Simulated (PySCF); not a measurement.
SMILES O=C([SiH2][SiH2]C=C)O (GFN2-xTB optimised geometry):

```
15

C      0.828    -2.377     2.751
C      1.700    -1.474     3.173
Si     2.241     0.046     2.196
Si     1.500    -0.022     0.000
C     -0.411    -0.022     0.000
O     -1.129    -0.991     0.046
O     -0.907     1.224     0.000
H      0.348    -2.306     1.787
H      0.542    -3.230     3.349
H      2.140    -1.608     4.156
H      1.765     1.232     2.929
H      3.711     0.101     2.246
H      1.861     1.146    -0.809
H      1.880    -1.224    -0.751
H     -1.880     1.214     0.028
```

Method: PySCF with PBE0/def2-TZVP.

Problem. What are the frontier orbital energies and the dipole moment?

Solution. HOMO-2 -8.66 eV, HOMO-1 -8.03 eV, HOMO -7.81 eV, LUMO -0.92 eV, LUMO+1 -0.39 eV; dipole moment 1.07 D.

On the same geometry PySCF with PBE/def2-TZVP gives HOMO-2 -7.42 eV, HOMO-1 -6.91 eV, HOMO -6.32 eV, LUMO -1.90 eV, LUMO+1 -1.40 eV; dipole moment 1.01 D.

Meta-Löwdin charges at PBE0/def2-TZVP: C1 -0.22, C2 -0.34, Si3 0.38, Si4 0.31, C5 0.33, O6 -0.45, O7 -0.46, H8 0.13, H9 0.13, H10 0.13, H11 -0.08, H12 -0.08, H13 -0.06, H14 -0.06, H15 0.35.
